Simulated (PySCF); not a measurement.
PySCF job for Si(H)(F)(Cl)(Et) (C₂H₆ClFSi), SMILES CC[SiH](F)Cl, TDA-PBE/def2-SVPD. Coordinates come from a PBE0-D3(BJ)/def2-SVP optimisation. This is a generated structure with no PubChem entry under its InChIKey; it may be hypothetical. One conformer was computed; it need not be the lowest.

```python
import numpy as np
from pyscf import gto, scf, dft, tdscf

mol = gto.M(
    atom='''
    Si    0.51654318   -0.38147784   -0.41964526
    F     1.25256871   -1.01976109    0.87806701
    Cl    0.57961979    1.66804560   -0.20294593
    C    -1.24910612   -0.95416060   -0.46601609
    C    -2.06830313   -0.56333486    0.76167949
    H     1.31308859   -0.75266419   -1.61479054
    H    -1.69910298   -0.54909508   -1.38972716
    H    -1.22707216   -2.05110953   -0.59654885
    H    -2.09795768    0.52959389    0.88727641
    H    -3.10580237   -0.92081590    0.68206978
    H    -1.63695726   -0.98917212    1.68025147
    ''',
    basis='def2-SVPD',
    charge=0,
    spin=0,
    max_memory=1600,
    verbose=4,
)
mf = dft.RKS(mol, xc='pbe').density_fit(auxbasis='def2-universal-jkfit')
mf.grids.level = 3
mf.conv_tol = 1e-9
mf.max_cycle = 100
mf.kernel()
mf.grids = dft.Grids(mol).set(level=1).build(with_non0tab=True)  # coarser grid for the response kernel
td = tdscf.TDA(mf)
td.singlet = True
td.nstates = 10
td.conv_tol = 1e-4
td.positive_eig_threshold = 1e-6
td.kernel(x0=td.get_init_guess(mf, 15))
td.analyze()
tt = tdscf.TDA(mf)
tt.singlet = False
tt.nstates = 4
tt.conv_tol = 1e-4
tt.positive_eig_threshold = 1e-6
tt.kernel(x0=tt.get_init_guess(mf, 9))
tt.analyze(verbose=3)
```

It prints:

```
PySCF version 2.14.0

[INPUT] verbose = 4
[INPUT] num. atoms = 11
[INPUT] num. electrons = 58
[INPUT] charge = 0
[INPUT] spin (= nelec alpha-beta = 2S) = 0
[INPUT] symmetry False subgroup None
[INPUT] Mole.unit = angstrom
[INPUT] Symbol           X                Y                Z      unit          X                Y                Z       unit  Magmom
[INPUT]  1 Si     0.516543180000  -0.381477840000  -0.419645260000 AA    0.976125141712  -0.720888640191  -0.793014610872 Bohr   0.0
[INPUT]  2 F      1.252568710000  -1.019761090000   0.878067010000 AA    2.367011814100  -1.927069172588   1.659306167916 Bohr   0.0
[INPUT]  3 Cl     0.579619790000   1.668045600000  -0.202945930000 AA    1.095322659478   3.152149347286  -0.383512225795 Bohr   0.0
[INPUT]  4 C     -1.249106120000  -0.954160600000  -0.466016090000 AA   -2.360468467318  -1.803102212851  -0.880642779741 Bohr   0.0
[INPUT]  5 C     -2.068303130000  -0.563334860000   0.761679490000 AA   -3.908526458281  -1.064548601820   1.439365630798 Bohr   0.0
[INPUT]  6 H      1.313088590000  -0.752664190000  -1.614790540000 AA    2.481377812391  -1.422329182868  -3.051511869139 Bohr   0.0
[INPUT]  7 H     -1.699102980000  -0.549095080000  -1.389727160000 AA   -3.210839289632  -1.037639317546  -2.626203720270 Bohr   0.0
[INPUT]  8 H     -1.227072160000  -2.051109530000  -0.596548850000 AA   -2.318830317478  -3.876035263185  -1.127313946424 Bohr   0.0
[INPUT]  9 H     -2.097957680000   0.529593890000   0.887276410000 AA   -3.964565436128   1.000787409343   1.676709411687 Bohr   0.0
[INPUT] 10 H     -3.105802370000  -0.920815900000   0.682069780000 AA   -5.869115876325  -1.740089862145   1.288925082042 Bohr   0.0
[INPUT] 11 H     -1.636957260000  -0.989172120000   1.680251470000 AA   -3.093400899018  -1.869264396855   3.175215098698 Bohr   0.0

nuclear repulsion = 300.113476542365
number of shells = 70
number of NR pGTOs = 240
number of NR cGTOs = 162
basis = def2-SVPD
ecp = {}


[settings echo left out]
init E= -928.686794484208
  HOMO = -0.330245884885783  LUMO = -0.0447834025736338  gap/eV = 7.76783
cycle= 1 E= -928.482515204096  delta_E= 0.204  |g|= 0.659  |ddm|= 4.23
  HOMO = -0.21564029637816  LUMO = -0.00966398969491999  gap/eV = 5.60490
cycle= 2 E= -928.239837681599  delta_E= 0.243  |g|= 1.31  |ddm|=  1.9
  HOMO = -0.263160090722386  LUMO = -0.0166781728251397  gap/eV = 6.70711
cycle= 3 E= -928.573922697464  delta_E= -0.334  |g|= 0.166  |ddm|= 1.23
  HOMO = -0.274958791096976  LUMO = -0.0173006914835248  gap/eV = 7.01123
cycle= 4 E= -928.57950274167  delta_E= -0.00558  |g|= 0.052  |ddm|= 0.243
  HOMO = -0.274050793209488  LUMO = -0.0177648347992077  gap/eV = 6.97390
cycle= 5 E= -928.580075516425  delta_E= -0.000573  |g|= 0.0125  |ddm|= 0.069
  HOMO = -0.273964410528598  LUMO = -0.0177370363871354  gap/eV = 6.97230
cycle= 6 E= -928.580117443511  delta_E= -4.19e-05  |g|= 0.00383  |ddm|= 0.0222
  HOMO = -0.273874340524379  LUMO = -0.0176634004004526  gap/eV = 6.97185
cycle= 7 E= -928.580121250118  delta_E= -3.81e-06  |g|= 0.000958  |ddm|= 0.00643
  HOMO = -0.273913309100457  LUMO = -0.0177062203233924  gap/eV = 6.97175
cycle= 8 E= -928.580121490008  delta_E= -2.4e-07  |g|= 0.000248  |ddm|= 0.0015
  HOMO = -0.273900643879085  LUMO = -0.0177007936516738  gap/eV = 6.97155
cycle= 9 E= -928.580121505997  delta_E= -1.6e-08  |g|= 3.58e-05  |ddm|= 0.000402
  HOMO = -0.273904205850942  LUMO = -0.0177025703912506  gap/eV = 6.97160
cycle= 10 E= -928.580121506274  delta_E= -2.77e-10  |g|= 1.69e-05  |ddm|= 6.38e-05
  HOMO = -0.273903946213267  LUMO = -0.0177027750653318  gap/eV = 6.97159
Extra cycle  E= -928.580121506186  delta_E= 8.8e-11  |g|= 2.55e-05  |ddm|= 4.58e-05
converged SCF energy = -928.580121506186
tot grids = 43224
Overwritten attributes  positive_eig_threshold  of <class 'pyscf.tdscf.rks.TDA'>


******** <class 'pyscf.tdscf.rks.TDA'> for <class 'pyscf.df.df_jk.DFRKS'> ********
nstates = 10 singlet
deg_eia_thresh = 1.000e-03
wfnsym = None
conv_tol = 0.0001
eigh lindep = 1e-12
eigh level_shift = 0
eigh max_cycle = 100


Excitation energies (eV)
[7.04607408 7.21200033 7.54219865 7.76212799 7.91269106 7.96535109
 8.09838042 8.1602201  8.26936588 8.36726868]

** Singlet excitation energies and oscillator strengths **
Excited State   1:      7.04607 eV    175.96 nm  f=0.0011
      29 -> 30        0.70484
Excited State   2:      7.21200 eV    171.91 nm  f=0.0149
      29 -> 31       -0.70169
Excited State   3:      7.54220 eV    164.39 nm  f=0.0251
      29 -> 32       -0.69940
Excited State   4:      7.76213 eV    159.73 nm  f=0.0196
      28 -> 30       -0.67545
      28 -> 32        0.11717
Excited State   5:      7.91269 eV    156.69 nm  f=0.0202
      27 -> 30        0.53853
      28 -> 31        0.44066
Excited State   6:      7.96535 eV    155.65 nm  f=0.0288
      27 -> 30       -0.42375
      27 -> 31        0.10277
      27 -> 32        0.10460
      28 -> 31        0.51353
      28 -> 32        0.10437
Excited State   7:      8.09838 eV    153.10 nm  f=0.0108
      27 -> 31       -0.65376
      28 -> 32        0.20843
      29 -> 33       -0.10482
Excited State   8:      8.16022 eV    151.94 nm  f=0.0064
      27 -> 31       -0.17248
      27 -> 32        0.15180
      28 -> 30       -0.10544
      28 -> 32       -0.63771
Excited State   9:      8.26937 eV    149.93 nm  f=0.0261
      29 -> 33       -0.52595
      29 -> 34        0.43634
Excited State  10:      8.36727 eV    148.18 nm  f=0.0006
      26 -> 30        0.67632
      26 -> 31        0.11149
      27 -> 32       -0.12644

** Transition electric dipole moments (AU) **
state          X           Y           Z        Dip. S.      Osc.
  1        -0.0046      0.0795      0.0096      0.0064      0.0011
  2        -0.2650      0.0283      0.1157      0.0844      0.0149
  3         0.1691      0.2350      0.2276      0.1356      0.0251
  4        -0.0573      0.1876     -0.2539      0.1030      0.0196
  5         0.2501      0.1311      0.1559      0.1040      0.0202
  6        -0.0423      0.2836      0.2558      0.1477      0.0288
  7        -0.1641      0.1595     -0.0450      0.0544      0.0108
  8        -0.0761      0.0957      0.1310      0.0321      0.0064
  9         0.2117     -0.1454     -0.2511      0.1291      0.0261
 10         0.0397     -0.0259     -0.0235      0.0028      0.0006

** Transition velocity dipole moments (imaginary part, AU) **
state          X           Y           Z        Dip. S.      Osc.
  1         0.0049      0.0209     -0.0138      0.0006      0.0017
  2        -0.0701      0.0192      0.0276      0.0060      0.0152
  3         0.0333      0.0539      0.0571      0.0073      0.0175
  4        -0.0180      0.0363     -0.0671      0.0062      0.0144
  5         0.0578      0.0134      0.0534      0.0064      0.0146
  6        -0.0065      0.0389      0.0554      0.0046      0.0105
  7        -0.0505      0.0242     -0.0033      0.0031      0.0070
  8        -0.0243      0.0150      0.0153      0.0011      0.0023
  9         0.0485     -0.0444     -0.0627      0.0083      0.0181
 10        -0.0017      0.0083     -0.0148      0.0003      0.0006

** Transition magnetic dipole moments (imaginary part, AU) **
state          X           Y           Z
  1         0.0969     -0.4977      0.1623
  2        -0.3148     -0.2188     -0.6643
  3        -0.0164      0.6073     -0.1098
  4         0.3416     -0.2732      0.1593
  5        -0.4258      0.0194      0.3562
  6        -0.4246      0.3317     -0.6118
  7        -0.2084      0.2125     -0.6132
  8        -0.4628      0.0532      0.0507
  9        -0.3600      0.4346     -0.4557
 10         0.2352      0.5836      0.3974


******** <class 'pyscf.tdscf.rks.TDA'> for <class 'pyscf.df.df_jk.DFRKS'> ********
nstates = 4 triplet
deg_eia_thresh = 1.000e-03
wfnsym = None
conv_tol = 0.0001
eigh lindep = 1e-12
eigh level_shift = 0
eigh max_cycle = 100


Excitation energies (eV)
[6.82411908 6.88050456 7.3236328  7.47469182]

** Triplet excitation energies and oscillator strengths **
Excited State   1:      6.82412 eV    181.69 nm  f=0.0000
Excited State   2:      6.88050 eV    180.20 nm  f=0.0000
Excited State   3:      7.32363 eV    169.29 nm  f=0.0000
Excited State   4:      7.47469 eV    165.87 nm  f=0.0000
```

Self-consistency was reached.
